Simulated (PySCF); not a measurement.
Geometry (Å), atoms numbered from 1 in this order:
```xyz
17

C     2.645   -0.044    1.255
C     1.765   -0.462    0.119
O     2.125   -0.956   -0.911
O     0.464   -0.203    0.406
C    -0.485   -0.471   -0.608
O    -0.715    0.639   -1.399
C    -1.765    1.381   -0.838
O    -2.340    0.583    0.170
C    -1.830   -0.685    0.074
F    -2.613   -1.473   -0.724
H     2.274   -0.470    2.198
H     2.608    1.051    1.357
H     3.674   -0.365    1.063
H    -0.143   -1.302   -1.237
H    -1.401    2.314   -0.374
H    -2.497    1.610   -1.631
H    -1.772   -1.143    1.071
```

Geometry: PBE0-D3(BJ)/def2-SVP; GIAO shifts from PySCF 2.14, gas phase, non-relativistic, averaged over equivalent atoms.

At wB97X-D/pcSseg-1 (205 basis functions, 87 s wall time (76 s CPU) on 1 thread of an Arm Neoverse N1, shared host):
| atoms | δ (ppm) |
| --- | --- |
| C2 | 174.0 |
| C9 | 111.3 |
| C7 | 101.0 |
| C5 | 95.5 |
| C1 | 22.9 |
| O3 | 449.0 |
| O4 | 236.4 |
| O8 | 110.1 |
| O6 | 100.4 |
| F10 | -141.6 |
| H14 | 6.31 |
| H17 | 5.53 |
| H16 | 5.47 |
| H15 | 5.35 |
| H11/H12/H13 | 2.04 |

Chemical shifts δ = σref − σ; TMS for 13C (σref 184.54) and 1H (σref 31.38); 17O (σref 333.19) against H2O; 19F (σref 187.16) vs CFCl3, all at this level.

Q: Predict the values at PBE0/pcSseg-1 on the same geometry.

A: 
```csv
atoms,δ at PBE0/pcSseg-1,change
C2,172.9,-1.1
C9,111.3,+0.0
C7,101.5,+0.5
C5,95.5,+0.0
C1,22.0,-0.9
O3,452.7,+3.7
O4,242.7,+6.3
O8,116.3,+6.2
O6,106.7,+6.3
F10,-147.4,-5.8
H14,6.34,+0.03
H17,5.59,+0.06
H16,5.54,+0.07
H15,5.42,+0.07
H11/H12/H13,2.03,-0.01
```

Scale: TMS for 13C (184.41 ppm) and 1H (31.27 ppm); 17O (334.56 ppm) vs H2O; 19F (177.25 ppm) against CFCl3 (reference shieldings calculated alike).

The largest change is at O6 (ether oxygen). Cost: 205 basis functions, 88 s wall time (75 s CPU) on 1 thread of an Arm Neoverse N1, shared host. The order of the carbon signals is the same at both levels.

Unscaled 19F shifts against computed CFCl3 carry errors that often reach 10 to 50 ppm. Unscaled 17O shifts of doubly bonded oxygen tend to come out too high, by tens of ppm or more. Experimental scales use liquid or dissolved standards, which lie at an offset from isolated H2O (liquid H2O: subtract about 36 ppm).
